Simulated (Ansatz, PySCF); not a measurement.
Be(Me)(NMe2) (C3H9BeN), SMILES C[N](C)[Be][CH3]. Atoms are numbered in the order given.

```xyz
14

Be     0.6211     0.5660    -0.5105
C      1.6867     1.5425    -1.3786
H      2.7230     1.1599    -1.3559
H      1.7251     2.5667    -0.9631
H      1.4027     1.6458    -2.4411
N     -0.3351    -0.3058     0.2740
C     -1.2042     0.1938     1.3205
C     -0.4799    -1.7315     0.0579
H     -2.2739     0.0192     1.0872
H     -0.9993    -0.2933     2.2950
H     -1.0707     1.2795     1.4604
H     -0.2388    -2.3141     0.9698
H     -1.5137    -2.0015    -0.2377
H      0.1933    -2.0803    -0.7431
```

Geometry optimised at ωB97X-D3(BJ)/def2-SVP. The structure was generated by enumeration; whether it is a known compound was not checked. One conformer was computed; it need not be the lowest.

Two levels are set side by side: PBE-D3(BJ)/def2-SVP (Ansatz, an electronic-structure program) and ωB97X-D3(BJ)/def2-SVP (PySCF). Each level has its own optimised geometry; the coordinates shown are those of the second. Differences are taken from unrounded values.

```csv
quantity,ωB97X-D3(BJ)
mean bond length (Å),1.235
bond Be1–C2 (Å),1.686
bond Be1–N6 (Å),1.513
bond N6–C7 (Å),1.449
bond N6–C8 (Å),1.449
bond C2–H3 (Å),1.105
bond C2–H4 (Å),1.106
bond C2–H5 (Å),1.105
bond C7–H9 (Å),1.109
bond C7–H10 (Å),1.109
bond C7–H11 (Å),1.103
bond C8–H12 (Å),1.109
bond C8–H13 (Å),1.109
bond C8–H14 (Å),1.103
```

Question: What does PBE-D3(BJ) give, and how far is it from ωB97X-D3(BJ)? (An estimate is asked for; the answer gives what the named calculation found.)

Answer: 
| quantity | PBE-D3(BJ) | PBE-D3(BJ) minus ωB97X-D3(BJ) |
|---|---|---|
| mean bond length (Å) | 1.241 | 0.006 |
| bond Be1–C2 (Å) | 1.684 | -0.002 |
| bond Be1–N6 (Å) | 1.519 | 0.005 |
| bond N6–C7 (Å) | 1.450 | 0.001 |
| bond N6–C8 (Å) | 1.450 | 0.001 |
| bond C2–H3 (Å) | 1.112 | 0.007 |
| bond C2–H4 (Å) | 1.113 | 0.007 |
| bond C2–H5 (Å) | 1.112 | 0.007 |
| bond C7–H9 (Å) | 1.118 | 0.009 |
| bond C7–H10 (Å) | 1.118 | 0.009 |
| bond C7–H11 (Å) | 1.110 | 0.007 |
| bond C8–H12 (Å) | 1.118 | 0.009 |
| bond C8–H13 (Å) | 1.118 | 0.009 |
| bond C8–H14 (Å) | 1.110 | 0.007 |

GGA bonds tend to be longer and softer than those of functionals with exact exchange. Differences between two approximate levels are no errors against the true value.
